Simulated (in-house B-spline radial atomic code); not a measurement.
Checks on a self-consistent run for Hf VII (Hf6+), [He] 2s2 (2p1/2)2 (2p3/2)3 3s1 3p6 3d10 4s2 4p6 4d10 4f14 5s2 5p6. Level of theory: Dirac-Hartree-Fock, average of the jj configuration, Fermi nucleus of rms radius 5.347 fm; calculated with an all-electron radial atomic-structure program (B-spline basis).

```
orbital  q       ε (Eh)    <1/r>         <r²>  small-component weight
  1s1/2  2  -2433.41657  83.8045  0.000494418                0.073389
  2s1/2  2   -429.42236  20.4068   0.00751719                0.016685
  2p1/2  2   -411.65855  20.3604   0.00537487                0.016739
  2p3/2  3   -367.29657  17.2599   0.00663471                0.015137
  3s1/2  1   -104.33350   7.5629    0.0486704               0.0055671
  3p1/2  2    -95.54336  7.49608    0.0442729               0.0055317
  3p3/2  4    -85.52737  6.74349    0.0506474               0.0051651
  3d3/2  4    -71.96354   6.6033    0.0390117               0.0049889
  3d5/2  6    -69.64558  6.40421    0.0408489               0.0048545
  4s1/2  2    -24.81198  3.19497     0.238691               0.0018479
  4p1/2  2    -21.29315  3.07234      0.24561               0.0017378
  4p3/2  4    -18.93486  2.81547     0.278383               0.0015956
  4d3/2  4    -13.00436  2.60664     0.300779               0.0014037
  4d5/2  6    -12.53012  2.53682      0.31398               0.0013554
  4f5/2  6     -4.84191  2.14241      0.41309               0.0010113
  4f7/2  8     -4.75162  2.11326     0.424834              0.00099041
  5s1/2  2     -6.01248  1.23581      1.30833              0.00040585
  5p1/2  2     -4.78269  1.13495      1.51777              0.00034994
  5p3/2  4     -4.40249  1.05065      1.71971              0.00031324
```

Electron-electron repulsion V_ee = 5235.4492 hartree.

Problem. What total energy follows from the eigenvalues?

Solution. The eigenvalues count the repulsion twice, so E = Σqε - V_ee = -9395.555 - 5235.449 = -14631.004 hartree; the run printed -14631.004.

Problem. Does the Dirac virial theorem hold?

Solution. For a point nucleus E = -2c²Σq·w, with w the small-component weight. Here Σq·w = 0.38947 and c = 137.0360, so the ratio E/(-2c²Σq·w) is 1.000236; the finite nucleus accounts for the departure from 1.

Problem. What diamagnetic shielding (Lamb formula) and susceptibility (Langevin formula) do the radii give?

Solution. σ = (α²/3)Σq<1/r> = 503.439/(3·137.036²) = 8936.3 ppm, and χ = -0.79199×10⁻⁶·Σq<r²> = -19.3×10⁻⁶ cm³/mol with Σq<r²> = 24.365 bohr². Both are non-relativistic formulas without the paramagnetism of open shells; for so heavy an element the full relativistic shielding is larger by tens of per cent.
